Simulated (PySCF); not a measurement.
# Ionisation energy of Ir⁺ by level of theory

Ir⁺ [Xe] 4f14 5d7 6s1 (5F) → Ir²⁺ [Xe] 4f14 5d7 (4F), as a difference of total energies. Calculation: PySCF 2.14, in aug-cc-pVTZ-PP with one added diffuse shell each of s, p, d, f, g type with ECP60MDF (7s7p6d4f3g, 113 functions); a scalar-relativistic core potential. Correlated levels: valence: 5s2 5p6 frozen. The calculations carry no spin-orbit coupling.

| method | ionisation energy (eV) |
| --- | --- |
| UHF | 16.345 |
| LDA | 18.370 |
| PBE | 18.035 |
| PBE0 | 17.750 |
| r2SCAN | 18.020 |
| B2PLYP | 17.539 |
| M06-2X | 17.695 |
| LC-wPBE | 17.441 |
| MP2 (valence) | 17.397 |
| SCS-MP2 (valence) | 17.066 |

Q: How much does correlation contribute at MP2 (valence)?

A: 17.397 − (16.345) = 1.052 eV, measured against UHF.

The reference lies between the lowest fine-structure levels, while these numbers refer to the centres of the terms.

Errors of the correlated levels include the incompleteness of this basis and the frozen core.

For comparison: 17 ± 0.3 eV (semi-empirical (NIST evaluation); NIST Atomic Spectra Database, ionization energies).
